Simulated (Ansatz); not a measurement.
Consider the formal exchange of groups at the Se–Sn bond: `C[O][SnH2][SeH]` + `[Cl][AlH][Cl]` → `[Cl][Al]([Cl])[SeH]` + `C[O][SnH3]`.

Program: Ansatz. Geometries: PBE0-D4/def2-TZVP. ΔE: electronic, gas phase. CCSD(T)/CBS adds triple-zeta CCSD(T) − MP2 to the extrapolated MP2 energy (def2 sets, frozen cores). This one scheme is used for every species. Functionals use def2-TZVPP. def2 core potentials past Kr. For Se, Sn outer-core shells are correlated without core-valence functions, which leaves a few kJ/mol of doubt a bond. Scalar relativity is left out up to krypton. Each species was taken in one conformer, which may not be the lowest.

```json
{"level": "PBE-D4", "ΔE (kJ/mol)": "-28.9", "difference from CCSD(T)/CBS": "-2.0"}
{"level": "revPBE-D4", "ΔE (kJ/mol)": "-29.7", "difference from CCSD(T)/CBS": "-2.8"}
{"level": "BLYP-D4", "ΔE (kJ/mol)": "-24.7", "difference from CCSD(T)/CBS": "2.2"}
{"level": "PBE0-D4", "ΔE (kJ/mol)": "-31.6", "difference from CCSD(T)/CBS": "-4.7"}
{"level": "r2SCANh-D4", "ΔE (kJ/mol)": "-32.8", "difference from CCSD(T)/CBS": "-5.9"}
{"level": "r2SCAN0-D4", "ΔE (kJ/mol)": "-33.4", "difference from CCSD(T)/CBS": "-6.5"}
{"level": "ωB97X-V", "ΔE (kJ/mol)": "-30.2", "difference from CCSD(T)/CBS": "-3.3"}
{"level": "ωB97M-V", "ΔE (kJ/mol)": "-30.4", "difference from CCSD(T)/CBS": "-3.5"}
{"level": "CAM-B3LYP", "ΔE (kJ/mol)": "-30.3", "difference from CCSD(T)/CBS": "-3.4"}
{"level": "LC-ωPBE", "ΔE (kJ/mol)": "-35.2", "difference from CCSD(T)/CBS": "-8.3"}
{"level": "RPA@PBE/def2-TZVPP", "ΔE (kJ/mol)": "-33.8", "difference from CCSD(T)/CBS": "-6.9"}
{"level": "CCSD/def2-SVP", "ΔE (kJ/mol)": "-31.6", "difference from CCSD(T)/CBS": "-4.7"}
{"level": "MP2/def2-TZVPP", "ΔE (kJ/mol)": "-33.2", "difference from CCSD(T)/CBS": "-6.3"}
{"level": "SCS-MP2/def2-QZVPP", "ΔE (kJ/mol)": "-28.1", "difference from CCSD(T)/CBS": "-1.2"}
{"level": "MP2/CBS(def2)", "ΔE (kJ/mol)": "-25.9", "difference from CCSD(T)/CBS": "1.0"}
{"level": "CCSD/CBS(def2)", "ΔE (kJ/mol)": "-27.2", "difference from CCSD(T)/CBS": "-0.3"}
{"level": "CCSD(T)/CBS", "ΔE (kJ/mol)": "-26.9", "difference from CCSD(T)/CBS": "0"}
```

Largest T1 diagnostic among the species: 0.013.

At CCSD(T), def2-SVP lies −4.3 kJ/mol from the extrapolated value and def2-TZVPP −7.3 kJ/mol. Leaving LDA and LC-ωPBE aside and taking each functional with its dispersion term where it has one, the values, not all of them listed here, spread over 9.0 kJ/mol, from PBE-QIDH to BLYP-D4. LDA lies −3.5 kJ/mol from PBE without D4. From BLYP to BHLYP (50 % exact exchange), in def2-TZVPP and without D4, ΔE moves by −5.3 kJ/mol.
